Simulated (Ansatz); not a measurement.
A run for Ansatz (a program for electronic structure): R-B3LYP/def2-TZVPPD on HCl (SMILES Cl) with ghost functions, monomers drawn apart or pushed together. Files ending in .json are basis or fitting sets from the Basis Set Exchange.

Ansatz 0.2 input:
```yaml
crystal:
  periodic: [false, false, false]
  atoms:
    - {symbol: Cl, position_ang: [-0.15233745, -0.05620710, 0.44346865]}
    - {symbol: H, position_ang: [0.14962411, 0.49239252, 1.58775990]}
basis:
  gaussian:
    orbitals: def2-TZVPPD.json
    ghost_atoms:
      - {symbol: C, position_ang: [-0.31054850, 0.12031030, 4.73347598]}
      - {symbol: O, position_ang: [0.30776692, 0.96452800, 4.13722042]}
      - {symbol: H, position_ang: [-0.37552852, 0.12966699, 5.83433233]}
      - {symbol: H, position_ang: [-0.83566704, -0.69436634, 4.20561465]}
hamiltonian:
  xc: {name: B3LYP}
scf: {lower_state_search: off}
```

Output:

```
WARN ansatz: RAYON_NUM_THREADS=1 ignored (pool sized by the plan → 1); use --threads N
Functional definition: B3LYP
these checks for a lower state are left out or cut short: stability, starts, cluster_reference, orbital_swaps, neighbouring_geometries, increment
integrals: 0.07 GiB planned
835 factors; their error is unknown
mean field: 0.62 GiB planned
mean field evaluation 1: about -12539.7370 eV, gradient 1.0e1 eV
mean field evaluation 2: about -12539.7636 eV, gradient 1.1e1 eV
mean field evaluation 4: about -12540.0011 eV, gradient 3.6e-1 eV
mean field evaluation 8: about -12540.0276 eV, gradient 8.9e-4 eV
mean field -12540.02761613 eV, -460.8375149567 hartree, gradient 1.4e-6 eV, S^2 0.000000; 0 other end points of the search recorded, 0 dependent functions left out
reference -12540.02782145 eV, -460.8375225022 hartree; 9, 9 occupied and 170, 170 virtual orbitals, 835 factors
Total energy: -12540.02782145 eV, -460.8375225022 hartree
Checks for a lower state left out: stability, starts, cluster_reference, orbital_swaps, neighbouring_geometries, increment
```

The run converged.

Cost: about 1.6 core-seconds (a rough figure).
